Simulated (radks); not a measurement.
Species: the neon ion Ne3.75+. Configuration: [He] 2s2 2p(up 1.75, down 0.5) (fractional occupations, a model configuration).

Method: scalar-relativistic Kohn-Sham, SCAN, spin-polarised, spherical densities, finite nucleus; meta-GGA in the generalised Kohn-Sham scheme; Fermi nuclear charge, rms radius 3.0055 fm; computed with a radial shooting solver on a logarithmic mesh with Libxc functionals.

Energy parts (hartree):
| part | energy |
|---|---|
| total | -121.67979 |
| kinetic | 121.77928 |
| electron-nucleus | -271.26325 |
| Hartree | 37.57275 |
| exchange-correlation | -9.76856 |

Orbitals (lengths in bohr, moments of r in powers of bohr; <r^-3> diverges for s and p1/2):
orbital  occ.  eigenvalue (hartree)  <r^-3>
1s up       1             -34.94372       -
1s down     1             -34.86103       -
2s up       1              -4.70452       -
2s down     1              -4.52031       -
2p up    1.75              -3.83776   18.14
2p down   0.5              -3.62932   17.47

The highest occupied level is 2p down at -98.759 eV. Spin moment in Bohr magnetons: 1.25. The density falls to 0.001 e/bohr^3 at r = 2.04 bohr. Summed over all electrons, <r^2> = 2.895 bohr^2, which gives a Langevin (diamagnetic) susceptibility term of -2.29 x 10^-6 cm^3/mol. The spin density at the nucleus is -0.036 e/bohr^3 (1s -1.143, 2s 1.107).
